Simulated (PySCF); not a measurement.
Field gradients at the hydrogen positions

C2H12FPSi3.
SMILES with atom numbers: `[CH3:1][CH2:2][Si@@H:3]([F:4])[Si@@H:5]([SiH3:6])[PH2:7]` (hydrogens: H8, H9, H10 on C1; H11, H12 on C2; H13 on Si3; H14 on Si5; H15, H16, H17 on Si6; H18, H19 on P7)

Cartesian coordinates in Å at the GFN2-xTB level; atoms count from 1:
```
atom  x, y, z in Å
C1    -1.9838    0.0923    0.9784
C2    -1.9719   -1.0201   -0.0672
Si3   -0.5496   -0.8222   -1.3203
F4    -0.9626    0.4159   -2.2902
Si5    1.4036   -0.0581   -0.3229
Si6    1.4567    2.1745    0.3896
P7     1.7737   -1.3495    1.4959
H8    -1.0690    0.0727    1.5718
H9    -2.0652    1.0679    0.5028
H10   -2.8264   -0.0254    1.6580
H11   -2.9297   -1.0277   -0.5911
H12   -1.8881   -1.9814    0.4419
H13   -0.5693   -1.9437   -2.2618
H14    2.5277   -0.3062   -1.2610
H15    1.3372    2.2957    1.8468
H16    2.6963    2.8622    0.0119
H17    0.3511    2.9262   -0.2058
H18    2.1899   -2.4530    0.7797
H19    3.0696   -0.9109    1.6663
```

Level: PBE0/pcSseg-1 (PySCF, non-relativistic); Q(2H) = 0.00286 b; rigid geometry, the same for H and D, with no vibrational averaging.

Question: Rank these positions by the coupling χzz of a deuteron there, largest first.
A. H19 (P–H hydrogen)
B. H10 (methyl hydrogen)
C. H17 (Si–H hydrogen)
D. H8 (methyl hydrogen)
E. H14 (Si–H hydrogen)

Answer: B (211 kHz), D (206 kHz), A (148 kHz), C (110 kHz), E (102 kHz).

Question: Give the electric field gradient Vzz (the principal value of largest size), its asymmetry and the 2H coupling at each hydrogen.

Answer: 
```csv
atom,bonded to,bond length (Å),Vzz (au),η,χzz (kHz)
H8,C1,1.091,0.3065,0.03,206
H9,C1,1.088,0.3111,0.02,209
H10,C1,1.089,0.3136,0.02,211
H11,C2,1.092,0.3111,0.03,209
H12,C2,1.091,0.3123,0.02,210
H13,Si3,1.464,0.1598,0.02,107
H14,Si5,1.485,0.1516,0.00,102
H15,Si6,1.467,0.1615,0.01,109
H16,Si6,1.467,0.1621,0.00,109
H17,Si6,1.464,0.1641,0.01,110
H18,P7,1.380,0.2191,0.08,147
H19,P7,1.379,0.2204,0.08,148
```

Question: Average by the element that carries the hydrogen.

Answer: on C: 209 kHz over 5 positions, mean bond length 1.090 Å; on Si: 107 kHz over 5 positions, mean bond length 1.469 Å; on P: 148 kHz over 2 positions, mean bond length 1.379 Å.

Question: Give the 2H NMR doublet splittings at H15 for a magnetic field along the z, y and x axes of the gradient: 3χ/2, 3χ(1 + η)/4, 3χ(1 − η)/4.

Answer: With |χ| = 108.5 kHz and η = 0.008: 163, 82 and 81 kHz, to first order and without motion.

Geometry: GFN2-xTB, one conformer, isolated molecule. GFN2-xTB bond lengths can be off by several hundredths of an ångström, more for odd bonds, and the gradients follow them. The basis is small and wasn't made for field gradients, so the couplings can be 20 % off.
